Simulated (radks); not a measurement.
Valence configurations of neutral strontium (all share [Kr]). All-electron calculation, non-relativistic Kohn-Sham, r2SCAN, spin-polarised, spherical densities, point nucleus; open shells are filled with parallel spins first (spin-orbit coupling, left out, can overturn this in heavy ions); meta-GGA in the generalised Kohn-Sham scheme; relativity is left out, which matters for an element this heavy. Program: a radial shooting solver on a logarithmic mesh with Libxc functionals. Energies are relative to 5s2; eigenvalues in eV for spin up.

valence      E (eV)  moment (Bohr magnetons)   e(4d)   e(5p)   e(5s)
5s2           0.000                        0       -       -  -3.530
5s1.5 5p0.5   0.939                        1       -  -1.825  -4.140
4d0.5 5s1.5   0.964                        1  -1.225       -  -3.633
5s1 5p1       1.465                        2       -  -2.130  -4.526
4d1 5s1       1.562                        2  -1.094       -  -3.631
5p2           3.818                        2       -  -2.564       -
4d2           3.931                        2  -0.931       -       -

NIST lists [Kr] 5s2 as the ground configuration; this level of theory agrees among the configurations tried. The energies are those of spherical high-spin densities, not of single terms. Relativity is left out, which favours d and f over s occupation in heavy atoms.
